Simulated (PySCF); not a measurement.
Compound: C7H9NOS.
SMILES with atom numbers: `[CH3:1][N:2]([CH3:3])[C:4](=[S:5])[c:6]1[cH:7][cH:8][cH:9][o:10]1` (hydrogens: H11, H12, H13 on C1; H14, H15, H16 on C3; H17 on C7; H18 on C8; H19 on C9)

Cartesian coordinates in Å at the GFN2-xTB level; atoms count from 1:
```
atom  x, y, z in Å
C1    -1.3426   -1.2083    0.6545
N2    -1.3981   -0.1156   -0.2873
C3    -2.7162    0.2080   -0.7740
C4    -0.3197    0.5524   -0.7295
S5    -0.4198    1.6515   -1.9729
C6     0.9844    0.3655   -0.1325
C7     2.2003    0.8034   -0.6080
C8     3.1610    0.4462    0.3568
C9     2.4740   -0.1777    1.3550
O10    1.1663   -0.2365    1.0727
H11   -2.2004   -1.8579    0.4833
H12   -1.3742   -0.8469    1.6864
H13   -0.4352   -1.7933    0.5185
H14   -3.4152    0.2362    0.0626
H15   -2.6906    1.1808   -1.2620
H16   -3.0540   -0.5362   -1.4996
H17    2.3633    1.3153   -1.5334
H18    4.2145    0.6315    0.3180
H19    2.7922   -0.6092    2.2839
```

Mayer bond orders were computed from the PBE0/pcSseg-1 density (PySCF). Geometry: GFN2-xTB, one conformer, isolated molecule.

Question: Rank these bonds by Mayer order, highest first.
A. C4–C6
B. C8–C9
C. C1–N2
D. C9–O10
E. C7–C8

Answer: B (1.56), E (1.30), D (1.10), A (1.04), C (0.93).

Question: Set the orders of all bonds between heavy atoms beside their lengths and the difference of the Mulliken charges at their ends.

Answer: 
```json
{"bond": "C4–S5", "Mayer order": "1.611", "length (Å)": "1.663", "q(first) − q(second) (e)": "+0.416"}
{"bond": "C8–C9", "Mayer order": "1.560", "length (Å)": "1.363", "q(first) − q(second) (e)": "-0.336"}
{"bond": "C6–C7", "Mayer order": "1.501", "length (Å)": "1.377", "q(first) − q(second) (e)": "+0.219"}
{"bond": "C7–C8", "Mayer order": "1.300", "length (Å)": "1.408", "q(first) − q(second) (e)": "+0.081"}
{"bond": "N2–C4", "Mayer order": "1.150", "length (Å)": "1.343", "q(first) − q(second) (e)": "-0.890"}
{"bond": "C9–O10", "Mayer order": "1.101", "length (Å)": "1.339", "q(first) − q(second) (e)": "+0.591"}
{"bond": "C4–C6", "Mayer order": "1.038", "length (Å)": "1.446", "q(first) − q(second) (e)": "+0.053"}
{"bond": "O10–C6", "Mayer order": "1.020", "length (Å)": "1.359", "q(first) − q(second) (e)": "-0.555"}
{"bond": "N2–C3", "Mayer order": "0.938", "length (Å)": "1.442", "q(first) − q(second) (e)": "-0.635"}
{"bond": "C1–N2", "Mayer order": "0.928", "length (Å)": "1.444", "q(first) − q(second) (e)": "+0.654"}
```

Mayer orders depend on the basis set.
